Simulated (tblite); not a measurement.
C₈H₈F (doublet state).
Atom-mapped SMILES: `[CH:1]#[C:2][C:3](=[CH2:4])[CH2:5][C:6]([F:7])[CH:8]=[CH2:9]` (hydrogens: H10 on C1; H11, H12 on C4; H13, H14 on C5; H15 on C8; H16, H17 on C9)

Cartesian coordinates in Å at the GFN2-xTB level; atoms count from 1:
```xyz
17
C8H8F angstrom
C     -1.5702    1.4583    1.8271
C     -1.5377    0.7644    0.8478
C     -1.4821   -0.0918   -0.2772
C     -2.2429    0.1038   -1.3500
C     -0.4614   -1.2140   -0.1835
C      0.8902   -0.6536   -0.4481
F      1.2214   -0.5966   -1.7599
C      1.7608   -0.1282    0.4874
C      2.9763    0.4273    0.2055
H     -1.6127    2.0794    2.6713
H     -2.1929   -0.5516   -2.2024
H     -2.9369    0.9250   -1.4058
H     -0.6954   -1.9754   -0.9300
H     -0.4893   -1.6528    0.8152
H      1.4249   -0.1838    1.5136
H      3.6081    0.8071    0.9859
H      3.3327    0.4947   -0.8068
```

Level: GFN2-xTB in tblite, geometry and Hessian alike; calculated harmonic values, unscaled, isolated species. The method is semi-empirical: single wavenumbers can be off by several per cent or more. One conformer, not necessarily the lowest. Open shells enter through the occupations alone, without spin polarisation, and single modes of such species can be off by tens of per cent.

Harmonic wavenumbers (cm⁻¹): 26.5, 38.7, 83.9, 146.6, 201.5, 223.1, 253.4, 321.5, 386.2, 402.0, 477.1, 510.6, 557.6, 594.4, 657.1, 680.1, 721.2, 771.7, 803.8, 834.3, 886.5, 930.8, 936.8, 951.6, 1011.5, 1113.2, 1193.5, 1239.1, 1262.4, 1286.5, 1328.0, 1398.9, 1436.5, 1452.7, 1496.7, 1670.5, 2253.0, 2984.8, 2990.5, 3075.2, 3109.3, 3125.0, 3137.6, 3164.4, 3396.7.

A = 2313, B = 1209, C = 889.0 MHz; mass 123.061 u (most abundant isotopes); point group C1, symmetry number 1; spin multiplicity 2.

Zero-point energy?

Half the sum of the wavenumbers: 27762 cm⁻¹ = 332.10 kJ/mol.

What is S at 273.15 K and 1 bar for an ideal gas of classical rigid rotors and harmonic oscillators?

Translation 167.06, rotation 121.28, vibration 122.04, spin (R ln 2) 5.76: S = 416.1 J/(mol K).

And Cp and H(273.15 K) − H(0)?

Cp = 151.89 J/(mol K), of which vibrations give 118.63 (their classical limit is 45 R = 374.2); H(273.15 K) − H(0) = 25.67 kJ/mol without the zero-point energy, 16.58 from vibrations.

Which modes carry the vibrational entropy at 273.15 K?

26.5 cm⁻¹: 24.69; 38.7 cm⁻¹: 21.55; 83.9 cm⁻¹: 15.17; 146.6 cm⁻¹: 10.67; 201.5 cm⁻¹: 8.20; 223.1 cm⁻¹: 7.44 J/(mol K); the other 39 give 34.32 together.

How do the functions run with temperature in this model?

```tsv
T (K)	S (J/(mol K))	Cp (J/(mol K))	H − H(0) (kJ/mol)	G − H(0) (kJ/mol)	ln q(vib)
50	260.0	58.0	2.31	-10.69	1.14
100	306.5	78.7	5.72	-24.93	2.63
298.15	429.9	162.1	29.59	-98.58	8.04
373.15	469.4	190.4	42.83	-132.32	10.03
500	530.8	229.5	69.58	-195.82	13.31
750	634.5	281.4	133.96	-341.93	19.42
1000	720.3	314.7	208.74	-511.60	24.97
```

q(vib) and H(0) count from the zero-point level.

Hindered rotation and anharmonicity are outside this model. Other conformers, if any are populated, would add a mixing term that is left out. The structure is chiral; the term R ln 2 for an equal mix with its mirror image is left out.
